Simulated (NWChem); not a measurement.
Molecule: SiF2, singlet; SMILES F[Si]F

Computed with NWChem. Pople sets run with spherical d functions. Low-valent species are run as closed-shell singlets; no triplet was tried in these runs. STO-3G and 3-21G are far too small for this property and stand as cheap habits. Coordinates come from a PBE-D3(BJ)/def2-SVP optimisation. Field at 589 nm.

| level | isotropic polarisability (bohr³) | anisotropy (bohr³) |
|---|---|---|
| B3LYP/STO-3G | 11.6 | 5.8 |
| B3LYP/6-31G* | 25.1 | 4.7 |
| B3LYP/def2-SVP | 24.1 | 4.7 |
| B3LYP/def2-SVPD | 30.1 | 2.4 |
| B3LYP/aug-cc-pVDZ | 30.6 | 2.3 |
| B3LYP/def2-TZVPD | 31.2 | 2.3 |
